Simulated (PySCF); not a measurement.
Species: C5HF3N2O.
Numbering: `[N:1]#[C:2]/[CH:3]=[C:4](\[C:5]#[N:6])[O:7][C:8]([F:9])([F:10])[F:11]` (hydrogens: H12 on C3)

Cartesian coordinates in Å at the GFN2-xTB level; atoms count from 1:
```
atom  x, y, z in Å
N1     3.1067   -1.4607   -0.8271
C2     2.0347   -1.1260   -0.6048
C3     0.6977   -0.7618   -0.3458
C4     0.3941    0.4574    0.1264
C5     1.4088    1.4247    0.3811
N6     2.2380    2.1860    0.5791
O7    -0.8683    0.9439    0.4224
C8    -1.9392    0.1741    0.2457
F9    -3.0132    0.8560    0.5949
F10   -2.1042   -0.2225   -1.0241
F11   -1.9132   -0.9476    0.9790
H12   -0.0407   -1.5242   -0.5529
```

The closed-shell SCF was solved with PySCF and density fitting under several settings on one GFN2-xTB geometry (grid level 2 and gas phase unless stated).

```json
{"settings": "PBE0/pcSseg-1", "basis functions": "192", "SCF cycles": "16", "E (Eh)": "-674.5549", "HOMO (eV)": "-9.03", "LUMO (eV)": "-3.29", "dipole (D)": "3.70"}
{"settings": "PBE0/def2-SVPD", "basis functions": "240", "SCF cycles": "16", "E (Eh)": "-674.1410", "HOMO (eV)": "-9.04", "LUMO (eV)": "-3.32", "dipole (D)": "3.78"}
{"settings": "PBE0/pcSseg-1, IEF-PCM acetone", "basis functions": "192", "SCF cycles": "14", "E (Eh)": "-674.5663", "HOMO (eV)": "-8.73", "LUMO (eV)": "-2.97", "dipole (D)": "4.85"}
```

Task: Estimate the rows for these settings: (1) PW91/6-31G; (2) BLYP/6-311G**.

Result: 
```tsv
settings	basis functions	SCF cycles	E (Eh)	HOMO (eV)	LUMO (eV)	dipole (D)
PW91/6-31G	101	17	-674.9152	-7.71	-3.86	3.41
BLYP/6-311G**	204	18	-675.4029	-7.49	-3.78	3.78
```

Task: Over all rows, what range does the HOMO–LUMO gap span?

Result: From 3.71 eV (BLYP/6-311G**) to 5.76 eV (PBE0/pcSseg-1, IEF-PCM acetone). The functional of the narrowest has no exact exchange, that of the widest 25 % exact exchange.

Task: And the dipole moment?

Result: From 3.41 D (PW91/6-31G) to 4.85 D (PBE0/pcSseg-1, IEF-PCM acetone); the largest is 1.42 times the smallest, and the median is 3.78 D.

Task: Compare two rows with the functional PBE0: PBE0/pcSseg-1 and PBE0/def2-SVPD. Which energy is lower, and by how much?

Result: PBE0/pcSseg-1 (192 functions) lies 0.4139 Eh or 260 kcal/mol below PBE0/def2-SVPD (240 functions). The smaller set gives the lower energy; the two sets aren't nested, so the variational bound doesn't order them by size.

Whole jobs, the steps after the SCF included, on an x86-64 server with one thread, shared host:

| settings | work after the SCF | wall time |
| --- | --- | --- |
| PBE0/pcSseg-1 | shieldings, charges and field gradients | 28 s |
| PBE0/def2-SVPD | 6 singlets by full TDDFT, 2 Tamm–Dancoff triplets, polarisability | 44 s |
| PBE0/pcSseg-1, IEF-PCM acetone | shieldings | 25 s |
| PW91/6-31G | spin–spin couplings from 4 perturbed nuclei, spin–dipole term for 3 of them | 19 s |
| BLYP/6-311G** | spin–spin couplings from 4 perturbed nuclei, spin–dipole term for 3 of them | 40 s |

Cycle counts include a coarse-grid stage where the run had one. All basis functions are spherical, in the Pople sets too. Geometry: GFN2-xTB, one conformer.
